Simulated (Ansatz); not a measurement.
Species: BH4, charge -1, singlet. BH4- (SMILES [BH4-]).
B3LYP-D3(BJ)/def2-TZVP minimum from Ansatz (a first-principles code):
```xyz
5

B      0.0000     0.0000     0.0000
H     -0.7829    -0.8326    -0.4714
H      0.1716    -0.2303     1.2025
H     -0.4718     1.1343    -0.1391
H      1.0831    -0.0713    -0.5919
```
Charge -1, spin multiplicity 1.

Total energies in aug-cc-pVTZ, 8 correlated electrons, 1 frozen orbitals. UHF or UKS for unpaired electrons; spin-orbit terms are left out. Cores are frozen in correlated methods. No relativity.

```
method    program  energy (Eh)  minus CCSDT(Q) (mEh)
--------  -------  -----------  --------------------
HF         Ansatz    -26.98731                199.67
MP2        Ansatz    -27.15640                 30.58
CCSD       Ansatz    -27.18034                  6.64
CCSD(T)    Ansatz    -27.18621                  0.77
CCSDT(Q)   Ansatz    -27.18698                  0.00
```

Rough core times of Ansatz's runs on a shared machine: CCSD(T) under 20 s, CCSDT(Q) 2 min.
